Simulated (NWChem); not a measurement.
Total energies of sulfur difluoride (F2S)

```xyz
3

F      1.2275     0.0000    -0.4916
S      0.0000     0.0000     0.5530
F     -1.2275     0.0000    -0.4916
```
Charge 0, spin multiplicity 1.

Everything below was run with NWChem. Structure: optimised with PBE0/def2-SVP, a minimum by its harmonic frequencies.

Basis set: cc-pVDZ (46 functions).

| method | total energy (Ha) |
|---|---|
| RHF | -596.33333 |
| MP2 | -596.83626 |
| B2PLYP | -597.53079 |
| PBE | -597.46166 |
| B3LYP | -597.82694 |
| TPSS | -597.85321 |
| CCSD(T) | -596.86307 |

Total energies of different functionals aren't comparable as a measure of quality: only differences taken within one method are. 

The correlated methods keep 7 core orbitals frozen. B3LYP has NWChem's definition, with VWN1-RPA local correlation. Coupled-cluster values serve here as a point of comparison, not as the truth.
